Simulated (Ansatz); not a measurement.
Reaction 2 R1 → P1 + P2, each structure at its B3LYP-D3(BJ)/def2-TZVP stationary point, reached from a drawn start (curvature not checked).
P1, Br4Zr (SMILES [Br][Zr]([Br])([Br])[Br]) (charge 0, multiplicity 1):
```xyz
5

Zr     0.00008     0.00002     0.00008
Br     1.44050     1.42140     1.44003
Br     1.42737    -1.43959    -1.43468
Br    -1.42236     1.44663    -1.43277
Br    -1.44559    -1.42846     1.42734
```
R1, Br3Zr (SMILES [Br][Zr]([Br])[Br]) (charge 0, multiplicity 2, Z-matrix in Å and degrees):
```
Zr
Br 1 2.4954
Br 1 2.4954 2 120.00
Br 1 2.4955 2 120.00 3 -179.91
```
P2, Br2Zr (SMILES [Br][Zr][Br]) (charge 0, multiplicity 1):
```xyz
3

Zr     0.003     0.004    -0.627
Br     2.284    -0.006     0.324
Br    -2.287     0.002     0.304
```

P less R. No zero-point or thermal terms; singlets are restricted closed shells; open shells are unrestricted; no spin–orbit coupling. The spin states of the d-block species are the ones drawn and need not be the lowest.

Cores are frozen in the correlated methods. In cc and def2 sets filled d and f shells under p-block atoms count as core.

Run with Ansatz (Gaussian orbitals). No computed number here is a measurement. Elements past Kr take the def2 small-core potentials, without spin–orbit coupling.

Total energies in hartree:

| structure | PBE/def2-TZVPP | B3LYP/def2-TZVPP | CCSD(T)/def2-TZVPP |
|---|---|---|---|
| P1 | -10342.470808 | -10344.127138 | -10337.376589 |
| R1 | -7768.585366 | -7769.833689 | -7764.665280 |
| P2 | -5194.666036 | -5195.503082 | -5191.927079 |

Question: Work out the reaction energy at each level in eV (1 hartree = 27.21139 eV), and say how far PBE/def2-TZVPP lies from CCSD(T)/def2-TZVPP.

Answer: 
- PBE/def2-TZVPP: (-10342.470808) + (-5194.666036) − 2 × (-7768.585366) = 0.033888 hartree = 0.922 eV
- B3LYP/def2-TZVPP: (-10344.127138) + (-5195.503082) − 2 × (-7769.833689) = 0.037158 hartree = 1.011 eV
- CCSD(T)/def2-TZVPP: (-10337.376589) + (-5191.927079) − 2 × (-7764.665280) = 0.026892 hartree = 0.732 eV
PBE/def2-TZVPP less CCSD(T)/def2-TZVPP: 0.190 eV. CCSD(T)/def2-TZVPP is the level counted from, the highest shown, and no exact or measured value.

Ansatz is a first-principles code.
